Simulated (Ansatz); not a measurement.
Reaction (formal hydrolysis of a C–Cl bond): `Cl[CH2][ZnH]` + H₂O → `O[CH2][ZnH]` + HCl

Calculated with Ansatz (gas phase, PBE0-D4/def2-TZVP geometries, no zero-point term in ΔE). CBS: MP2 limit from def2 TZ/QZ plus the TZ coupled-cluster correction, frozen cores. This one scheme is used for every species. Functionals use def2-TZVPP. B3LYP here is the variant with VWN-RPA as its local correlation; programs differ in this. HSE06 is defined as in plane-wave codes. For Zn outer-core shells are correlated without core-valence functions, which leaves a few kJ/mol of doubt a bond. Scalar relativity is left out up to krypton. One conformer a species, not always the lowest.

```tsv
level	ΔE (kcal/mol)	difference from CCSD(T)/CBS
LDA (SPW92)	10.6	-3.6
PBE-D4	11.7	-2.5
revPBE-D4	11.9	-2.3
BLYP-D4	11.0	-3.2
r2SCAN-D4	12.3	-1.9
B97M-V	11.6	-2.6
PBE0-D4	12.7	-1.5
B3LYP-D4	11.8	-2.4
r2SCANh-D4	12.7	-1.5
r2SCAN0-D4	13.1	-1.1
HSE06-D4	12.7	-1.5
BHLYP-D4	12.7	-1.5
CAM-B3LYP-D4	11.3	-2.9
ωB97M-V	12.6	-1.6
B2PLYP	12.3	-1.9
PBE-QIDH	13.6	-0.6
PBE	11.3	-2.9
revPBE	11.4	-2.8
PBE0	12.4	-1.8
B3LYP	11.2	-3.0
r2SCANh	12.6	-1.6
r2SCAN0	13.0	-1.2
HSE06	12.4	-1.8
CAM-B3LYP	11.0	-3.2
LC-ωPBE	11.9	-2.3
RPA@PBE/def2-TZVPP	11.6	-2.6
HF/def2-SVP	9.7	-4.5
MP2/def2-SVP	9.9	-4.3
CCSD/def2-SVP	8.7	-5.5
CCSD(T)/def2-SVP	8.6	-5.6
HF/def2-TZVPP	12.8	-1.4
MP2/def2-TZVPP	14.1	-0.1
CCSD/def2-TZVPP	12.4	-1.8
CCSD(T)/def2-TZVPP	12.6	-1.6
HF/def2-QZVPP	12.9	-1.3
MP2/def2-QZVPP	15.0	0.8
SCS-MP2/def2-QZVPP	14.1	-0.1
HF/CBS(def2)	12.9	-1.3
MP2/CBS(def2)	15.6	1.4
CCSD/CBS(def2)	14.0	-0.2
CCSD(T)/CBS	14.2	0
```

Largest T1 diagnostic among the species: 0.014.

From BLYP to BHLYP (50 % exact exchange), in def2-TZVPP and without D4, ΔE moves by +1.8 kcal/mol. At CCSD(T), def2-SVP lies −5.6 kcal/mol from the extrapolated value and def2-TZVPP −1.6 kcal/mol. Leaving LDA and LC-ωPBE aside and taking each functional with its dispersion term where it has one, the values spread over 2.5 kcal/mol, from BLYP-D4 to PBE-QIDH. LDA lies −0.7 kcal/mol from PBE without D4.
